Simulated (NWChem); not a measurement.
Program: NWChem. System: ClGa, charge 0, spin multiplicity 1, at a geometry optimised with PBE/def2-SVP. The structure started from a generated list of species. Level: CCSD(T)/def2-TZVP, 14 core orbitals frozen.

Job file:

```
start mol
memory heap 100 mb stack 700 mb global 1900 mb
geometry units angstroms nocenter noautoz
  Ga     0.000000     0.000000    -0.791238
  Cl     0.000000     0.000000     1.442846
  symmetry group C2v
end
basis spherical
  * library def2-tzvp
end
scf
  rhf
  nopen 0
  maxiter 100
  thresh 1e-7
  semidirect memsize 60000000 filesize 0
end
tce
  freeze core 14
  ccsd(t)
  2eorb
  2emet 13
  thresh 1e-6
  maxiter 100
  tilesize 24
end
task tce energy
```

Part of the output:

```
             Northwest Computational Chemistry Package (NWChem) 7.3.0
             --------------------------------------------------------

                                NWChem Input Module
                                -------------------

 Scaling coordinates for geometry "geometry" by  1.889725989
 (inverse scale =  0.529177249)

 Turning off AUTOSYM since
 SYMMETRY directive was detected!

                             Geometry "geometry" -> ""
                             -------------------------

 Output coordinates in angstroms (scale by  1.889725989 to convert to a.u.)

  No.       Tag          Charge          X              Y              Z
 ---- ---------------- ---------- -------------- -------------- --------------
    1 Ga                  31.0000     0.00000000     0.00000000    -0.79123800
    2 Cl                  17.0000     0.00000000     0.00000000     1.44284600

 Effective nuclear repulsion energy (a.u.)     124.8280772893

            Nuclear Dipole moment (a.u.)
            ----------------------------
        X                 Y               Z
 ---------------- ---------------- ----------------
     0.0000000000     0.0000000000     0.0000075589

      Symmetry information
      --------------------

 Group name             C2v
 Group number             16
 Group order               4
 No. of unique centers     2

      Symmetry unique atoms

     1    2


 Summary of "ao basis" -> "" (spherical)
 ------------------------------------------------------------------------------
       Tag                 Description            Shells   Functions and Types
 ---------------- ------------------------------  ------  ---------------------
 *                         def2-tzvp                  on all atoms

 Summary of "ao basis" -> "ao basis" (spherical)
 ------------------------------------------------------------------------------
       Tag                 Description            Shells   Functions and Types
 ---------------- ------------------------------  ------  ---------------------
 Ga                        def2-tzvp                16       48   6s5p4d1f
 Cl                        def2-tzvp                13       37   5s5p2d1f

                                 NWChem SCF Module
                                 -----------------

  ao basis        = "ao basis"
  functions       =    85
  atoms           =     2
  closed shells   =    24
  open shells     =     0
  charge          =   0.00
  wavefunction    = RHF
  use symmetry    = T
  symmetry adapt  = T

 Summary of "ao basis" -> "ao basis" (spherical)
 ------------------------------------------------------------------------------
       Tag                 Description            Shells   Functions and Types
 ---------------- ------------------------------  ------  ---------------------
 Ga                        def2-tzvp                16       48   6s5p4d1f
 Cl                        def2-tzvp                13       37   5s5p2d1f

      Symmetry analysis of basis
      --------------------------

        a1         37
        a2          8
        b1         20
        b2         20

 Forming initial guess at       0.1s

      Superposition of Atomic Density Guess
      -------------------------------------

 Sum of atomic energies:       -2382.70237289

      Non-variational initial energy
      ------------------------------

 Total energy =   -2382.739684
 1-e energy   =   -3569.158445
 2-e energy   =    1061.590685
 HOMO         =      -0.290543
 LUMO         =       0.011034

      Symmetry analysis of molecular orbitals - initial
      -------------------------------------------------

 !! scf_movecs_sym_adapt:   56 vectors were symmetry contaminated

  Symmetry fudging

 !! scf_movecs_sym_adapt:   52 vectors were symmetry contaminated

  Numbering of irreducible representations:

     1 a1          2 a2          3 b1          4 b2

  Orbital symmetries:

     1 a1          2 a1          3 a1          4 a1          5 b1
     6 b2          7 a1          8 a1          9 b2         10 b1
    11 a1         12 a1         13 b2         14 b1         15 a1
    16 b2         17 b1         18 a1         19 a2         20 a1
    21 a1         22 b1         23 b2         24 a1         25 b2
    26 b1         27 a1         28 a1         29 a1         30 a2
    31 b2         32 b1         33 a1         34 b1

 Starting SCF solution at       2.0s

 ----------------------------------------------
         Quadratically convergent ROHF

 Convergence threshold     :          1.000E-07
 Maximum no. of iterations :          100
 Final Fock-matrix accuracy:          1.000E-09
 ----------------------------------------------

              iter       energy          gnorm     gmax       time
             ----- ------------------- --------- --------- --------
                 1    -2382.8042806687  5.17D-01  1.54D-01      2.0
                 2    -2382.8315555887  1.54D-01  3.86D-02      2.1
                 3    -2382.8336057733  4.71D-03  1.20D-03      2.1
                 4    -2382.8336098441  9.14D-06  2.69D-06      2.3
                 5    -2382.8336098441  4.57D-09  1.49D-09      2.4

       Final RHF  results
       ------------------

         Total SCF energy =  -2382.833609844075
      One-electron energy =  -3569.872221763275
      Two-electron energy =   1062.210534629876
 Nuclear repulsion energy =    124.828077289323

        Time for solution =      0.4s

       Symmetry analysis of molecular orbitals - final
       -----------------------------------------------

  Numbering of irreducible representations:

     1 a1          2 a2          3 b1          4 b2

  Orbital symmetries:

     1 a1          2 a1          3 a1          4 b2          5 b1
     6 a1          7 a1          8 a1          9 b2         10 b1
    11 a1         12 b2         13 b1         14 a1         15 a1
    16 a2         17 a1         18 b1         19 b2         20 a1
    21 a1         22 b2         23 b1         24 a1         25 b1
    26 b2         27 a1         28 a2         29 a1         30 a1
    31 b1         32 b2         33 a1         34 b1

             Final eigenvalues
             -----------------

              1
    1 -378.8416
    2 -104.7936
    3  -48.1922
    4  -42.5185
    5  -42.5185
    6  -42.5173
    7  -10.5226
    8   -7.9889
    9   -7.9883
   10   -7.9883
   11   -6.4196
   12   -4.5091
   13   -4.5091
   14   -4.5054
   15   -1.2211
   16   -1.2211
   17   -1.2209
   18   -1.2167
   19   -1.2167
   20   -1.0426
   21   -0.5384
   22   -0.4415
   23   -0.4415
   24   -0.3520
   25    0.0334
   26    0.0334
   27    0.1197
   28    0.2735
   29    0.2735
   30    0.2781
   31    0.3157
   32    0.3157
   33    0.3183
   34    0.3721

                       ROHF Final Molecular Orbital Analysis
                       -------------------------------------

 Vector   22  Occ=2.000000D+00  E=-4.414997D-01  Symmetry=b2
              MO Center=  7.9D-31, -2.6D-16,  1.3D+00, r^2= 1.3D+00
   Bfn.  Coefficient  Atom+Function         Bfn.  Coefficient  Atom+Function
  ----- ------------  ---------------      ----- ------------  ---------------
    64      0.523218  2 Cl py                67      0.359927  2 Cl py
    61      0.241443  2 Cl py                55     -0.191978  2 Cl py

 Vector   23  Occ=2.000000D+00  E=-4.414997D-01  Symmetry=b1
              MO Center=  1.4D-16, -7.4D-31,  1.3D+00, r^2= 1.3D+00
   Bfn.  Coefficient  Atom+Function         Bfn.  Coefficient  Atom+Function
  ----- ------------  ---------------      ----- ------------  ---------------
    63      0.523218  2 Cl px                66      0.359927  2 Cl px
    60      0.241443  2 Cl px                54     -0.191978  2 Cl px

 Vector   24  Occ=2.000000D+00  E=-3.520406D-01  Symmetry=a1
              MO Center=  2.8D-16, -1.2D-16, -6.7D-01, r^2= 3.3D+00
   Bfn.  Coefficient  Atom+Function         Bfn.  Coefficient  Atom+Function
  ----- ------------  ---------------      ----- ------------  ---------------
     6      0.532504  1 Ga s                  5      0.467661  1 Ga s
    65      0.291687  2 Cl pz                68      0.242188  2 Cl pz
    18     -0.223397  1 Ga pz                 4     -0.221091  1 Ga s
     3     -0.154333  1 Ga s

 Vector   25  Occ=0.000000D+00  E= 3.337735D-02  Symmetry=b1
              MO Center= -2.8D-15,  3.5D-31, -8.7D-01, r^2= 4.6D+00
   Bfn.  Coefficient  Atom+Function         Bfn.  Coefficient  Atom+Function
  ----- ------------  ---------------      ----- ------------  ---------------
    19      0.848156  1 Ga px                16      0.287941  1 Ga px
    66     -0.229172  2 Cl px

 Vector   26  Occ=0.000000D+00  E= 3.337735D-02  Symmetry=b2
              MO Center= -9.1D-31,  1.7D-15, -8.7D-01, r^2= 4.6D+00
   Bfn.  Coefficient  Atom+Function         Bfn.  Coefficient  Atom+Function
  ----- ------------  ---------------      ----- ------------  ---------------
    20      0.848156  1 Ga py                17      0.287941  1 Ga py
    67     -0.229172  2 Cl py

 Vector   27  Occ=0.000000D+00  E= 1.197378D-01  Symmetry=a1
              MO Center=  6.5D-15,  4.1D-14, -7.9D-01, r^2= 6.3D+00
   Bfn.  Coefficient  Atom+Function         Bfn.  Coefficient  Atom+Function
  ----- ------------  ---------------      ----- ------------  ---------------
    21      1.198323  1 Ga pz                53     -0.772830  2 Cl s
     6      0.537874  1 Ga s                 68      0.443363  2 Cl pz
    18      0.159756  1 Ga pz

 center of mass
 --------------
 x =   0.00000000 y =   0.00000000 z =  -0.07424644

 moments of inertia (a.u.)
 ------------------
         413.491358097036           0.000000000000           0.000000000000
           0.000000000000         413.491358097036           0.000000000000
           0.000000000000           0.000000000000           0.000000000000

  Mulliken analysis of the total density
  --------------------------------------

    Atom       Charge   Shell Charges
 -----------   ------   -------------------------------------------------------
    1 Ga  31    30.55   2.00  2.00  1.18  0.78  1.04  0.90  5.98  4.43  1.56  0.38  0.18  8.89  1.12  0.00  0.07  0.02
    2 Cl  17    17.45   2.01  0.45  1.52  1.08  0.88  4.18  1.69  1.07  2.86  1.70  0.00  0.01  0.00

       Multipole analysis of the density wrt the origin
       ------------------------------------------------

     L   x y z        total         open         nuclear
     -   - - -        -----         ----         -------
     0   0 0 0     -0.000000      0.000000     48.000000

     1   1 0 0     -0.000000      0.000000      0.000000
     1   0 1 0      0.000000      0.000000      0.000000
     1   0 0 1     -1.005743      0.000000      0.000008

     2   2 0 0    -20.543896      0.000000      0.000000
     2   1 1 0      0.000000      0.000000      0.000000
     2   1 0 1     -0.000000      0.000000      0.000000
     2   0 2 0    -20.543896      0.000000      0.000000
     2   0 1 1      0.000000      0.000000      0.000000
     2   0 0 2    -25.382773      0.000000    195.688834

                   NWChem Extensible Many-Electron Theory Module
                   ---------------------------------------------


            General Information
            -------------------
      Number of processors :     1
         Wavefunction type : Restricted Hartree-Fock
          No. of electrons :    48
           Alpha electrons :    24
            Beta electrons :    24
           No. of orbitals :   170
            Alpha orbitals :    85
             Beta orbitals :    85
        Alpha frozen cores :    14
         Beta frozen cores :    14
     Alpha frozen virtuals :     0
      Beta frozen virtuals :     0
         Spin multiplicity : singlet
    Number of AO functions :    85
       Number of AO shells :    29
        Use of symmetry is : on
      Symmetry adaption is : on
         Schwarz screening : 0.10D-09

          Correlation Information
          -----------------------
          Calculation type : Coupled-cluster singles & doubles w/ perturbation
   Perturbative correction : (T)
            Max iterations :      100
        Residual threshold : 0.10D-05
     T(0) DIIS level shift : 0.00D+00
     L(0) DIIS level shift : 0.00D+00
     T(1) DIIS level shift : 0.00D+00
     L(1) DIIS level shift : 0.00D+00
     T(R) DIIS level shift : 0.00D+00
     T(I) DIIS level shift : 0.00D+00
   CC-T/L Amplitude update :  5-th order DIIS
                I/O scheme : Global Array Library
        L-threshold :  0.10D-05
        EOM-threshold :  0.10D-05
 no EOMCCSD initial starts read in
 TCE RESTART OPTIONS
 SLICE:      F
 D4D5:       F
 quantumc:   F
 qrotation:  F
 pwtce:      F
 qducc:      F
 nacto:                         0
 nrotv:                         0
 nrot:                          0

            Memory Information
            ------------------
          Available GA space size is     249029575 doubles
          Available MA space size is     104843628 doubles

 Maximum block size supplied by input
 Maximum block size        24 doubles

 tile_dim =     24

 -------------------------------------------------

 Global array virtual files algorithm will be used

 Parallel file system coherency ......... OK

 4-electron integrals stored in orbital form

 v2    file size   =          1787661
 4-index algorithm nr.  13 is used
 imaxsize =       30
 imaxsize ichop =        0


CCSD iterations
 ---------------------------------------------------------
 Iter          Residuum       Correlation     Cpu    Wall
 ---------------------------------------------------------
    1   0.1585962331136  -0.3798982422019     0.5     0.5
    2   0.0368310633879  -0.3872336727299     0.5     0.5
    3   0.0126468543464  -0.3946610621484     0.5     0.5
    4   0.0054386125689  -0.3954961583658     0.5     0.5
    5   0.0023403241633  -0.3962767096774     0.5     0.5
    6   0.0006483929395  -0.3965688603580     0.5     0.5
    7   0.0002835032848  -0.3965991966942     0.5     0.5
    8   0.0001274280546  -0.3966023039089     0.5     0.5
    9   0.0000720110758  -0.3966045653844     0.5     0.5
   10   0.0000365773991  -0.3966071984368     0.5     0.5
   11   0.0000103267315  -0.3966095798265     0.5     0.5
   12   0.0000056951377  -0.3966095163168     0.5     0.5
   13   0.0000029812830  -0.3966096801323     0.5     0.5
   14   0.0000019602786  -0.3966096474730     0.5     0.5
   15   0.0000011269872  -0.3966096622071     0.5     0.5
   16   0.0000001672708  -0.3966096464973     0.5     0.5
 -----------------------------------------------------------------
 Iterations converged
 CCSD correlation energy / hartree =        -0.396609646497348
 CCSD total energy / hartree       =     -2383.230219490572836

 Singles contributions

 Doubles contributions
 CCSD(T)
 Using plain CCSD(T) code
             total no. of tasks          500
 total no. of tasks / no. procs          500
                         wl_min          343           2.6
                         wl_max      1728000          11.0
        thresh for no. of tasks          500

 CCSD[T]  correction energy / hartree =        -0.019146868594045
 CCSD[T] correlation energy / hartree =        -0.415756515091393
 CCSD[T] total energy / hartree       =     -2383.249366359166743
 CCSD(T)  correction energy / hartree =        -0.017681492618081
 CCSD(T) correlation energy / hartree =        -0.414291139115429
 CCSD(T) total energy / hartree       =     -2383.247900983190902

 Task  times  cpu:       30.5s     wall:       30.5s

 Total times  cpu:       30.5s     wall:       30.5s
```
